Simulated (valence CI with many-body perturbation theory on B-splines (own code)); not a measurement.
Sm⁴⁷⁺ in brief

Calculated by valence CI with perturbative core correlation (CI+MBPT): five valence electrons over a frozen Dirac-Fock core [Ne], a basis of 9 s, 9 p, 8 d, 6 f, 3 g, 1 h functions for each j, with the one-electron correlation potential Σ1 (screened to all orders), the two-electron term Σ2, the three-electron term Σ3, Breit, model QED; selected single and double excitations, second order for the rest (own B-spline code, finite nucleus).

The last digits are not significant, and no measured levels were compared; by estimate large intervals hold to a few tenths of a per cent, small ones and those within an open d or f shell to about a per cent. Among the levels kept, up to 620 cm⁻¹ of a level comes from second order outside the variational space, and about a tenth of that is noise between levels of different J, which matters for small intervals.

Levels are named by their leading jj configuration (3d3/2^4 stands for four electrons in 3d with j = 3/2), which in mixed levels can hold well under half, so a name can repeat and another be missing.

Rates and lifetimes use the calculated energies. Strong lines usually hold to 10 to 20 %, long lifetimes can be off by a factor of two.

**Question.** What is the ground level?

**Answer.** (3s^2 3p1/2^2 3p3/2) J=3/2, composition 46 % 3s2.3p3 2P° + 27 % 3s2.3p3 4S° + 26 % 3s2.3p3 2D°, g = 1.366.

**Question.** How well does LS coupling describe the low levels?

**Answer.** Among the lowest 20 levels the leading LS term, summed over configurations, holds 52 % on average. For single configurations the figures are 51 % in LS and 92 % in jj coupling. Terms mix most in the J = 5/2 level at 16.604 Ry, where the leading one holds 30 %.

**Question.** Among levels below 39.449 Ry, which E1 lines absorb most strongly from the ground level?

**Answer.** to (3s^2 3p1/2 3p3/2 3d3/2) J=3/2 at 3.415 nm, f = 0.291; to (3s^2 3p1/2 3p3/2 3d3/2) J=5/2 at 3.478 nm, f = 0.265; to (3s^2 3p1/2 3p3/2 3d3/2) J=1/2 at 3.412 nm, f = 0.108.

**Question.** What are the static dipole polarisabilities of the lowest levels?

**Answer.** (3s^2 3p1/2^2 3p3/2) J=3/2 0.00664 (tensor 0.00053) bohr³, of which the core gives 0.000100.

**Question.** Name the longest-lived excited levels whose lifetime is computed, and their main decay.

**Answer.** (3s^2 3p1/2 3p3/2 3d5/2) J=9/2 at 27.151 Ry lives 2.51 μs, mostly by M1 to (3s^2 3p1/2 3p3/2 3d3/2) J=7/2; (3s^2 3p1/2 3p3/2^2) J=5/2 at 11.173 Ry lives 185 ns, mostly by M1 to (3s^2 3p1/2^2 3p3/2) J=3/2; (3s^2 3p1/2 3p3/2^2) J=1/2 at 12.063 Ry lives 51.4 ns, mostly by M1 to (3s^2 3p1/2^2 3p3/2) J=3/2.

**Question.** What is the ionisation energy?

**Answer.** 3974.1 eV; NIST lists 3971 ± 4 eV (theoretical).

**Question.** Where does the other parity begin?

**Answer.** At (3s^2 3p1/2^2 3d3/2) J=3/2, 13.413 Ry.
